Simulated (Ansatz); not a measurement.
One change: `CC(O)O` becomes `OC(O)Br`.

Ansatz, PBE0-D4/def2-TZVP geometries, multiplicity 1. Each molecule was computed in one conformer, which needn't be the lowest.

Scalar relativity is left out up to krypton. Spin–orbit coupling is left out; it splits and shifts lone-pair levels of the heavy atoms by tenths of an eV.

```json
{"property": "ideal-gas entropy at 298 K and 1 bar (rigid rotor, harmonic PBE0-D4/def2-TZVP) / J/(mol·K)", "`CC(O)O`": "290"}
{"property": "LUMO energy (ωB97M-V/def2-TZVPP) / eV", "`CC(O)O`": "2.49"}
{"property": "zero-point energy (PBE0-D4/def2-TZVP) / kJ/mol", "`CC(O)O`": "224.0"}
{"property": "LUMO energy (B3LYP/def2-TZVPP) / eV", "`CC(O)O`": "0.69"}
{"property": "HOMO energy (PBE0/def2-TZVPP) / eV", "`CC(O)O`": "-8.13"}
{"property": "HOMO–LUMO gap (PBE/def2-TZVPP) / eV", "`CC(O)O`": "6.64"}
```

Question: Give the same properties after the change, and the shifts. (Best estimate.)

Answer: Ansatz gave: 
```csv
property,`OC(O)Br`,shift
"ideal-gas entropy at 298 K and 1 bar (rigid rotor, harmonic PBE0-D4/def2-TZVP) / J/(mol·K)",304,14
LUMO energy (ωB97M-V/def2-TZVPP) / eV,2.04,-0.45
zero-point energy (PBE0-D4/def2-TZVP) / kJ/mol,124.2,-99.8
LUMO energy (B3LYP/def2-TZVPP) / eV,-0.38,-1.07
HOMO energy (PBE0/def2-TZVPP) / eV,-8.04,0.09
HOMO–LUMO gap (PBE/def2-TZVPP) / eV,5.55,-1.09
```

With PBE0 the HOMO rises by 0.09 eV and the LUMO falls by 1.15 eV, so the gap narrows by about 1.24 eV. PBE moves the HOMO by -0.24 eV and ωB97M-V by 0.28 eV. The zero-point energy changes by -99.8 kJ/mol with -9 modes.

B3LYP here is the variant with VWN-RPA as its local correlation; programs differ in this.
